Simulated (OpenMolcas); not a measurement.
## 3s² 3p² along the 14-electron sequence

| Quantity | Value |
| --- | --- |
| Program | OpenMolcas 26.06 |
| Method | MS-RASPT2, IPEA 0.25 Eh, imaginary shift 0.1 Eh |
| Basis | ANO-RCC-VQZP |
| Scalar Hamiltonian | DKH2, point nucleus |
| Spin-orbit coupling | state interaction with AMFI integrals over the reference wave functions, term energies averaged over their components |

Active space for each ion: 4 electrons in 9 orbitals (RAS2 3s 3p; RAS3 3d, at most 2 electrons); closed shells correlated by CASPT2: 2s 2p.

Computed levels in cm-1 above ³P₀:

| Level | P+ | S2+ | Cl3+ | Ar4+ |
| --- | --- | --- | --- | --- |
| ³P₁ | 144 | 260 | 430 | 674 |
| ³P₂ | 414 | 734 | 1190 | 1820 |
| ¹D₂ | 8890 | 11380 | 13850 | 16330 |
| ¹S₀ | 21650 | 27230 | 32780 | 38110 |
| weight of ³P in the lowest level (%) | 100 | 100 | 100 | 100 |

Measured, with the error of the calculation in %. Measured levels: P+ from NIST Handbook of Basic Atomic Spectroscopic Data; S2+ from NIST levels in Podobedova, Kelleher and Wiese, J. Phys. Chem. Ref. Data 38, 171 (2009); Cl3+ from Moore, Atomic Energy Levels, vol. I, NSRDS-NBS 35 (1971 reprint of NBS Circular 467, 1949); Ar4+ from Saloman, J. Phys. Chem. Ref. Data 39, 033101 (2010).

```json
{"Level": "³P₁", "P+": "165 (-12.6)", "S2+": "299 (-12.9)", "Cl3+": "491 (-12.4)", "Ar4+": "763 (-11.7)"}
{"Level": "³P₂", "P+": "469 (-11.7)", "S2+": "833 (-11.9)", "Cl3+": "1341 (-11.3)", "Ar4+": "2029 (-10.3)"}
{"Level": "¹D₂", "P+": "8882 (+0.1)", "S2+": "11323 (+0.5)", "Cl3+": "13766 (+0.6)", "Ar4+": "16299 (+0.2)"}
{"Level": "¹S₀", "P+": "21576 (+0.4)", "S2+": "27161 (+0.3)", "Cl3+": "32550 (+0.7)", "Ar4+": "37912 (+0.5)"}
```

The fine-structure level ³P₂ changes by a factor of 4.4 from P+ to Ar4+. Its fourth root runs 4.51, 5.21, 5.87, 6.53, with steps per unit of Z of 0.69, 0.67, 0.66; equal steps would mean a (Z - σ)^4 law with constant σ.

¹D₂ changes by a factor of 1.84 over the same range, with steps per unit of Z of +2490, +2470, +2480 cm-1.

Term energies are means over components that CASPT2 splits; among the terms shown or strongly mixed into the levels shown the widest spread is 26 cm-1 (3s² 3p² ¹D, P+). Over all roots computed the reference weight is 0.94 to 0.99 in P+; the roots of lowest weight are the least certain, and an intruder state may touch them. The run also gave levels led by 3s 3p² 3d, 3s² 3p 3d, which use shells meant for correlation; these and all levels above them are left out (holds for P+; S2+). Active for correlation alone: 3d; no level in the range computed is led by a configuration that fills it, so any true level of that kind is missing (holds for Cl3+; Ar4+). Computed and measured levels are paired by configuration, term and J; levels that our copy of the source lacks, or whose pairing is in doubt (as where it misses far off the trend of its configuration), stay unpaired and out of the deviations. Levels of configurations outside the active space are missing.
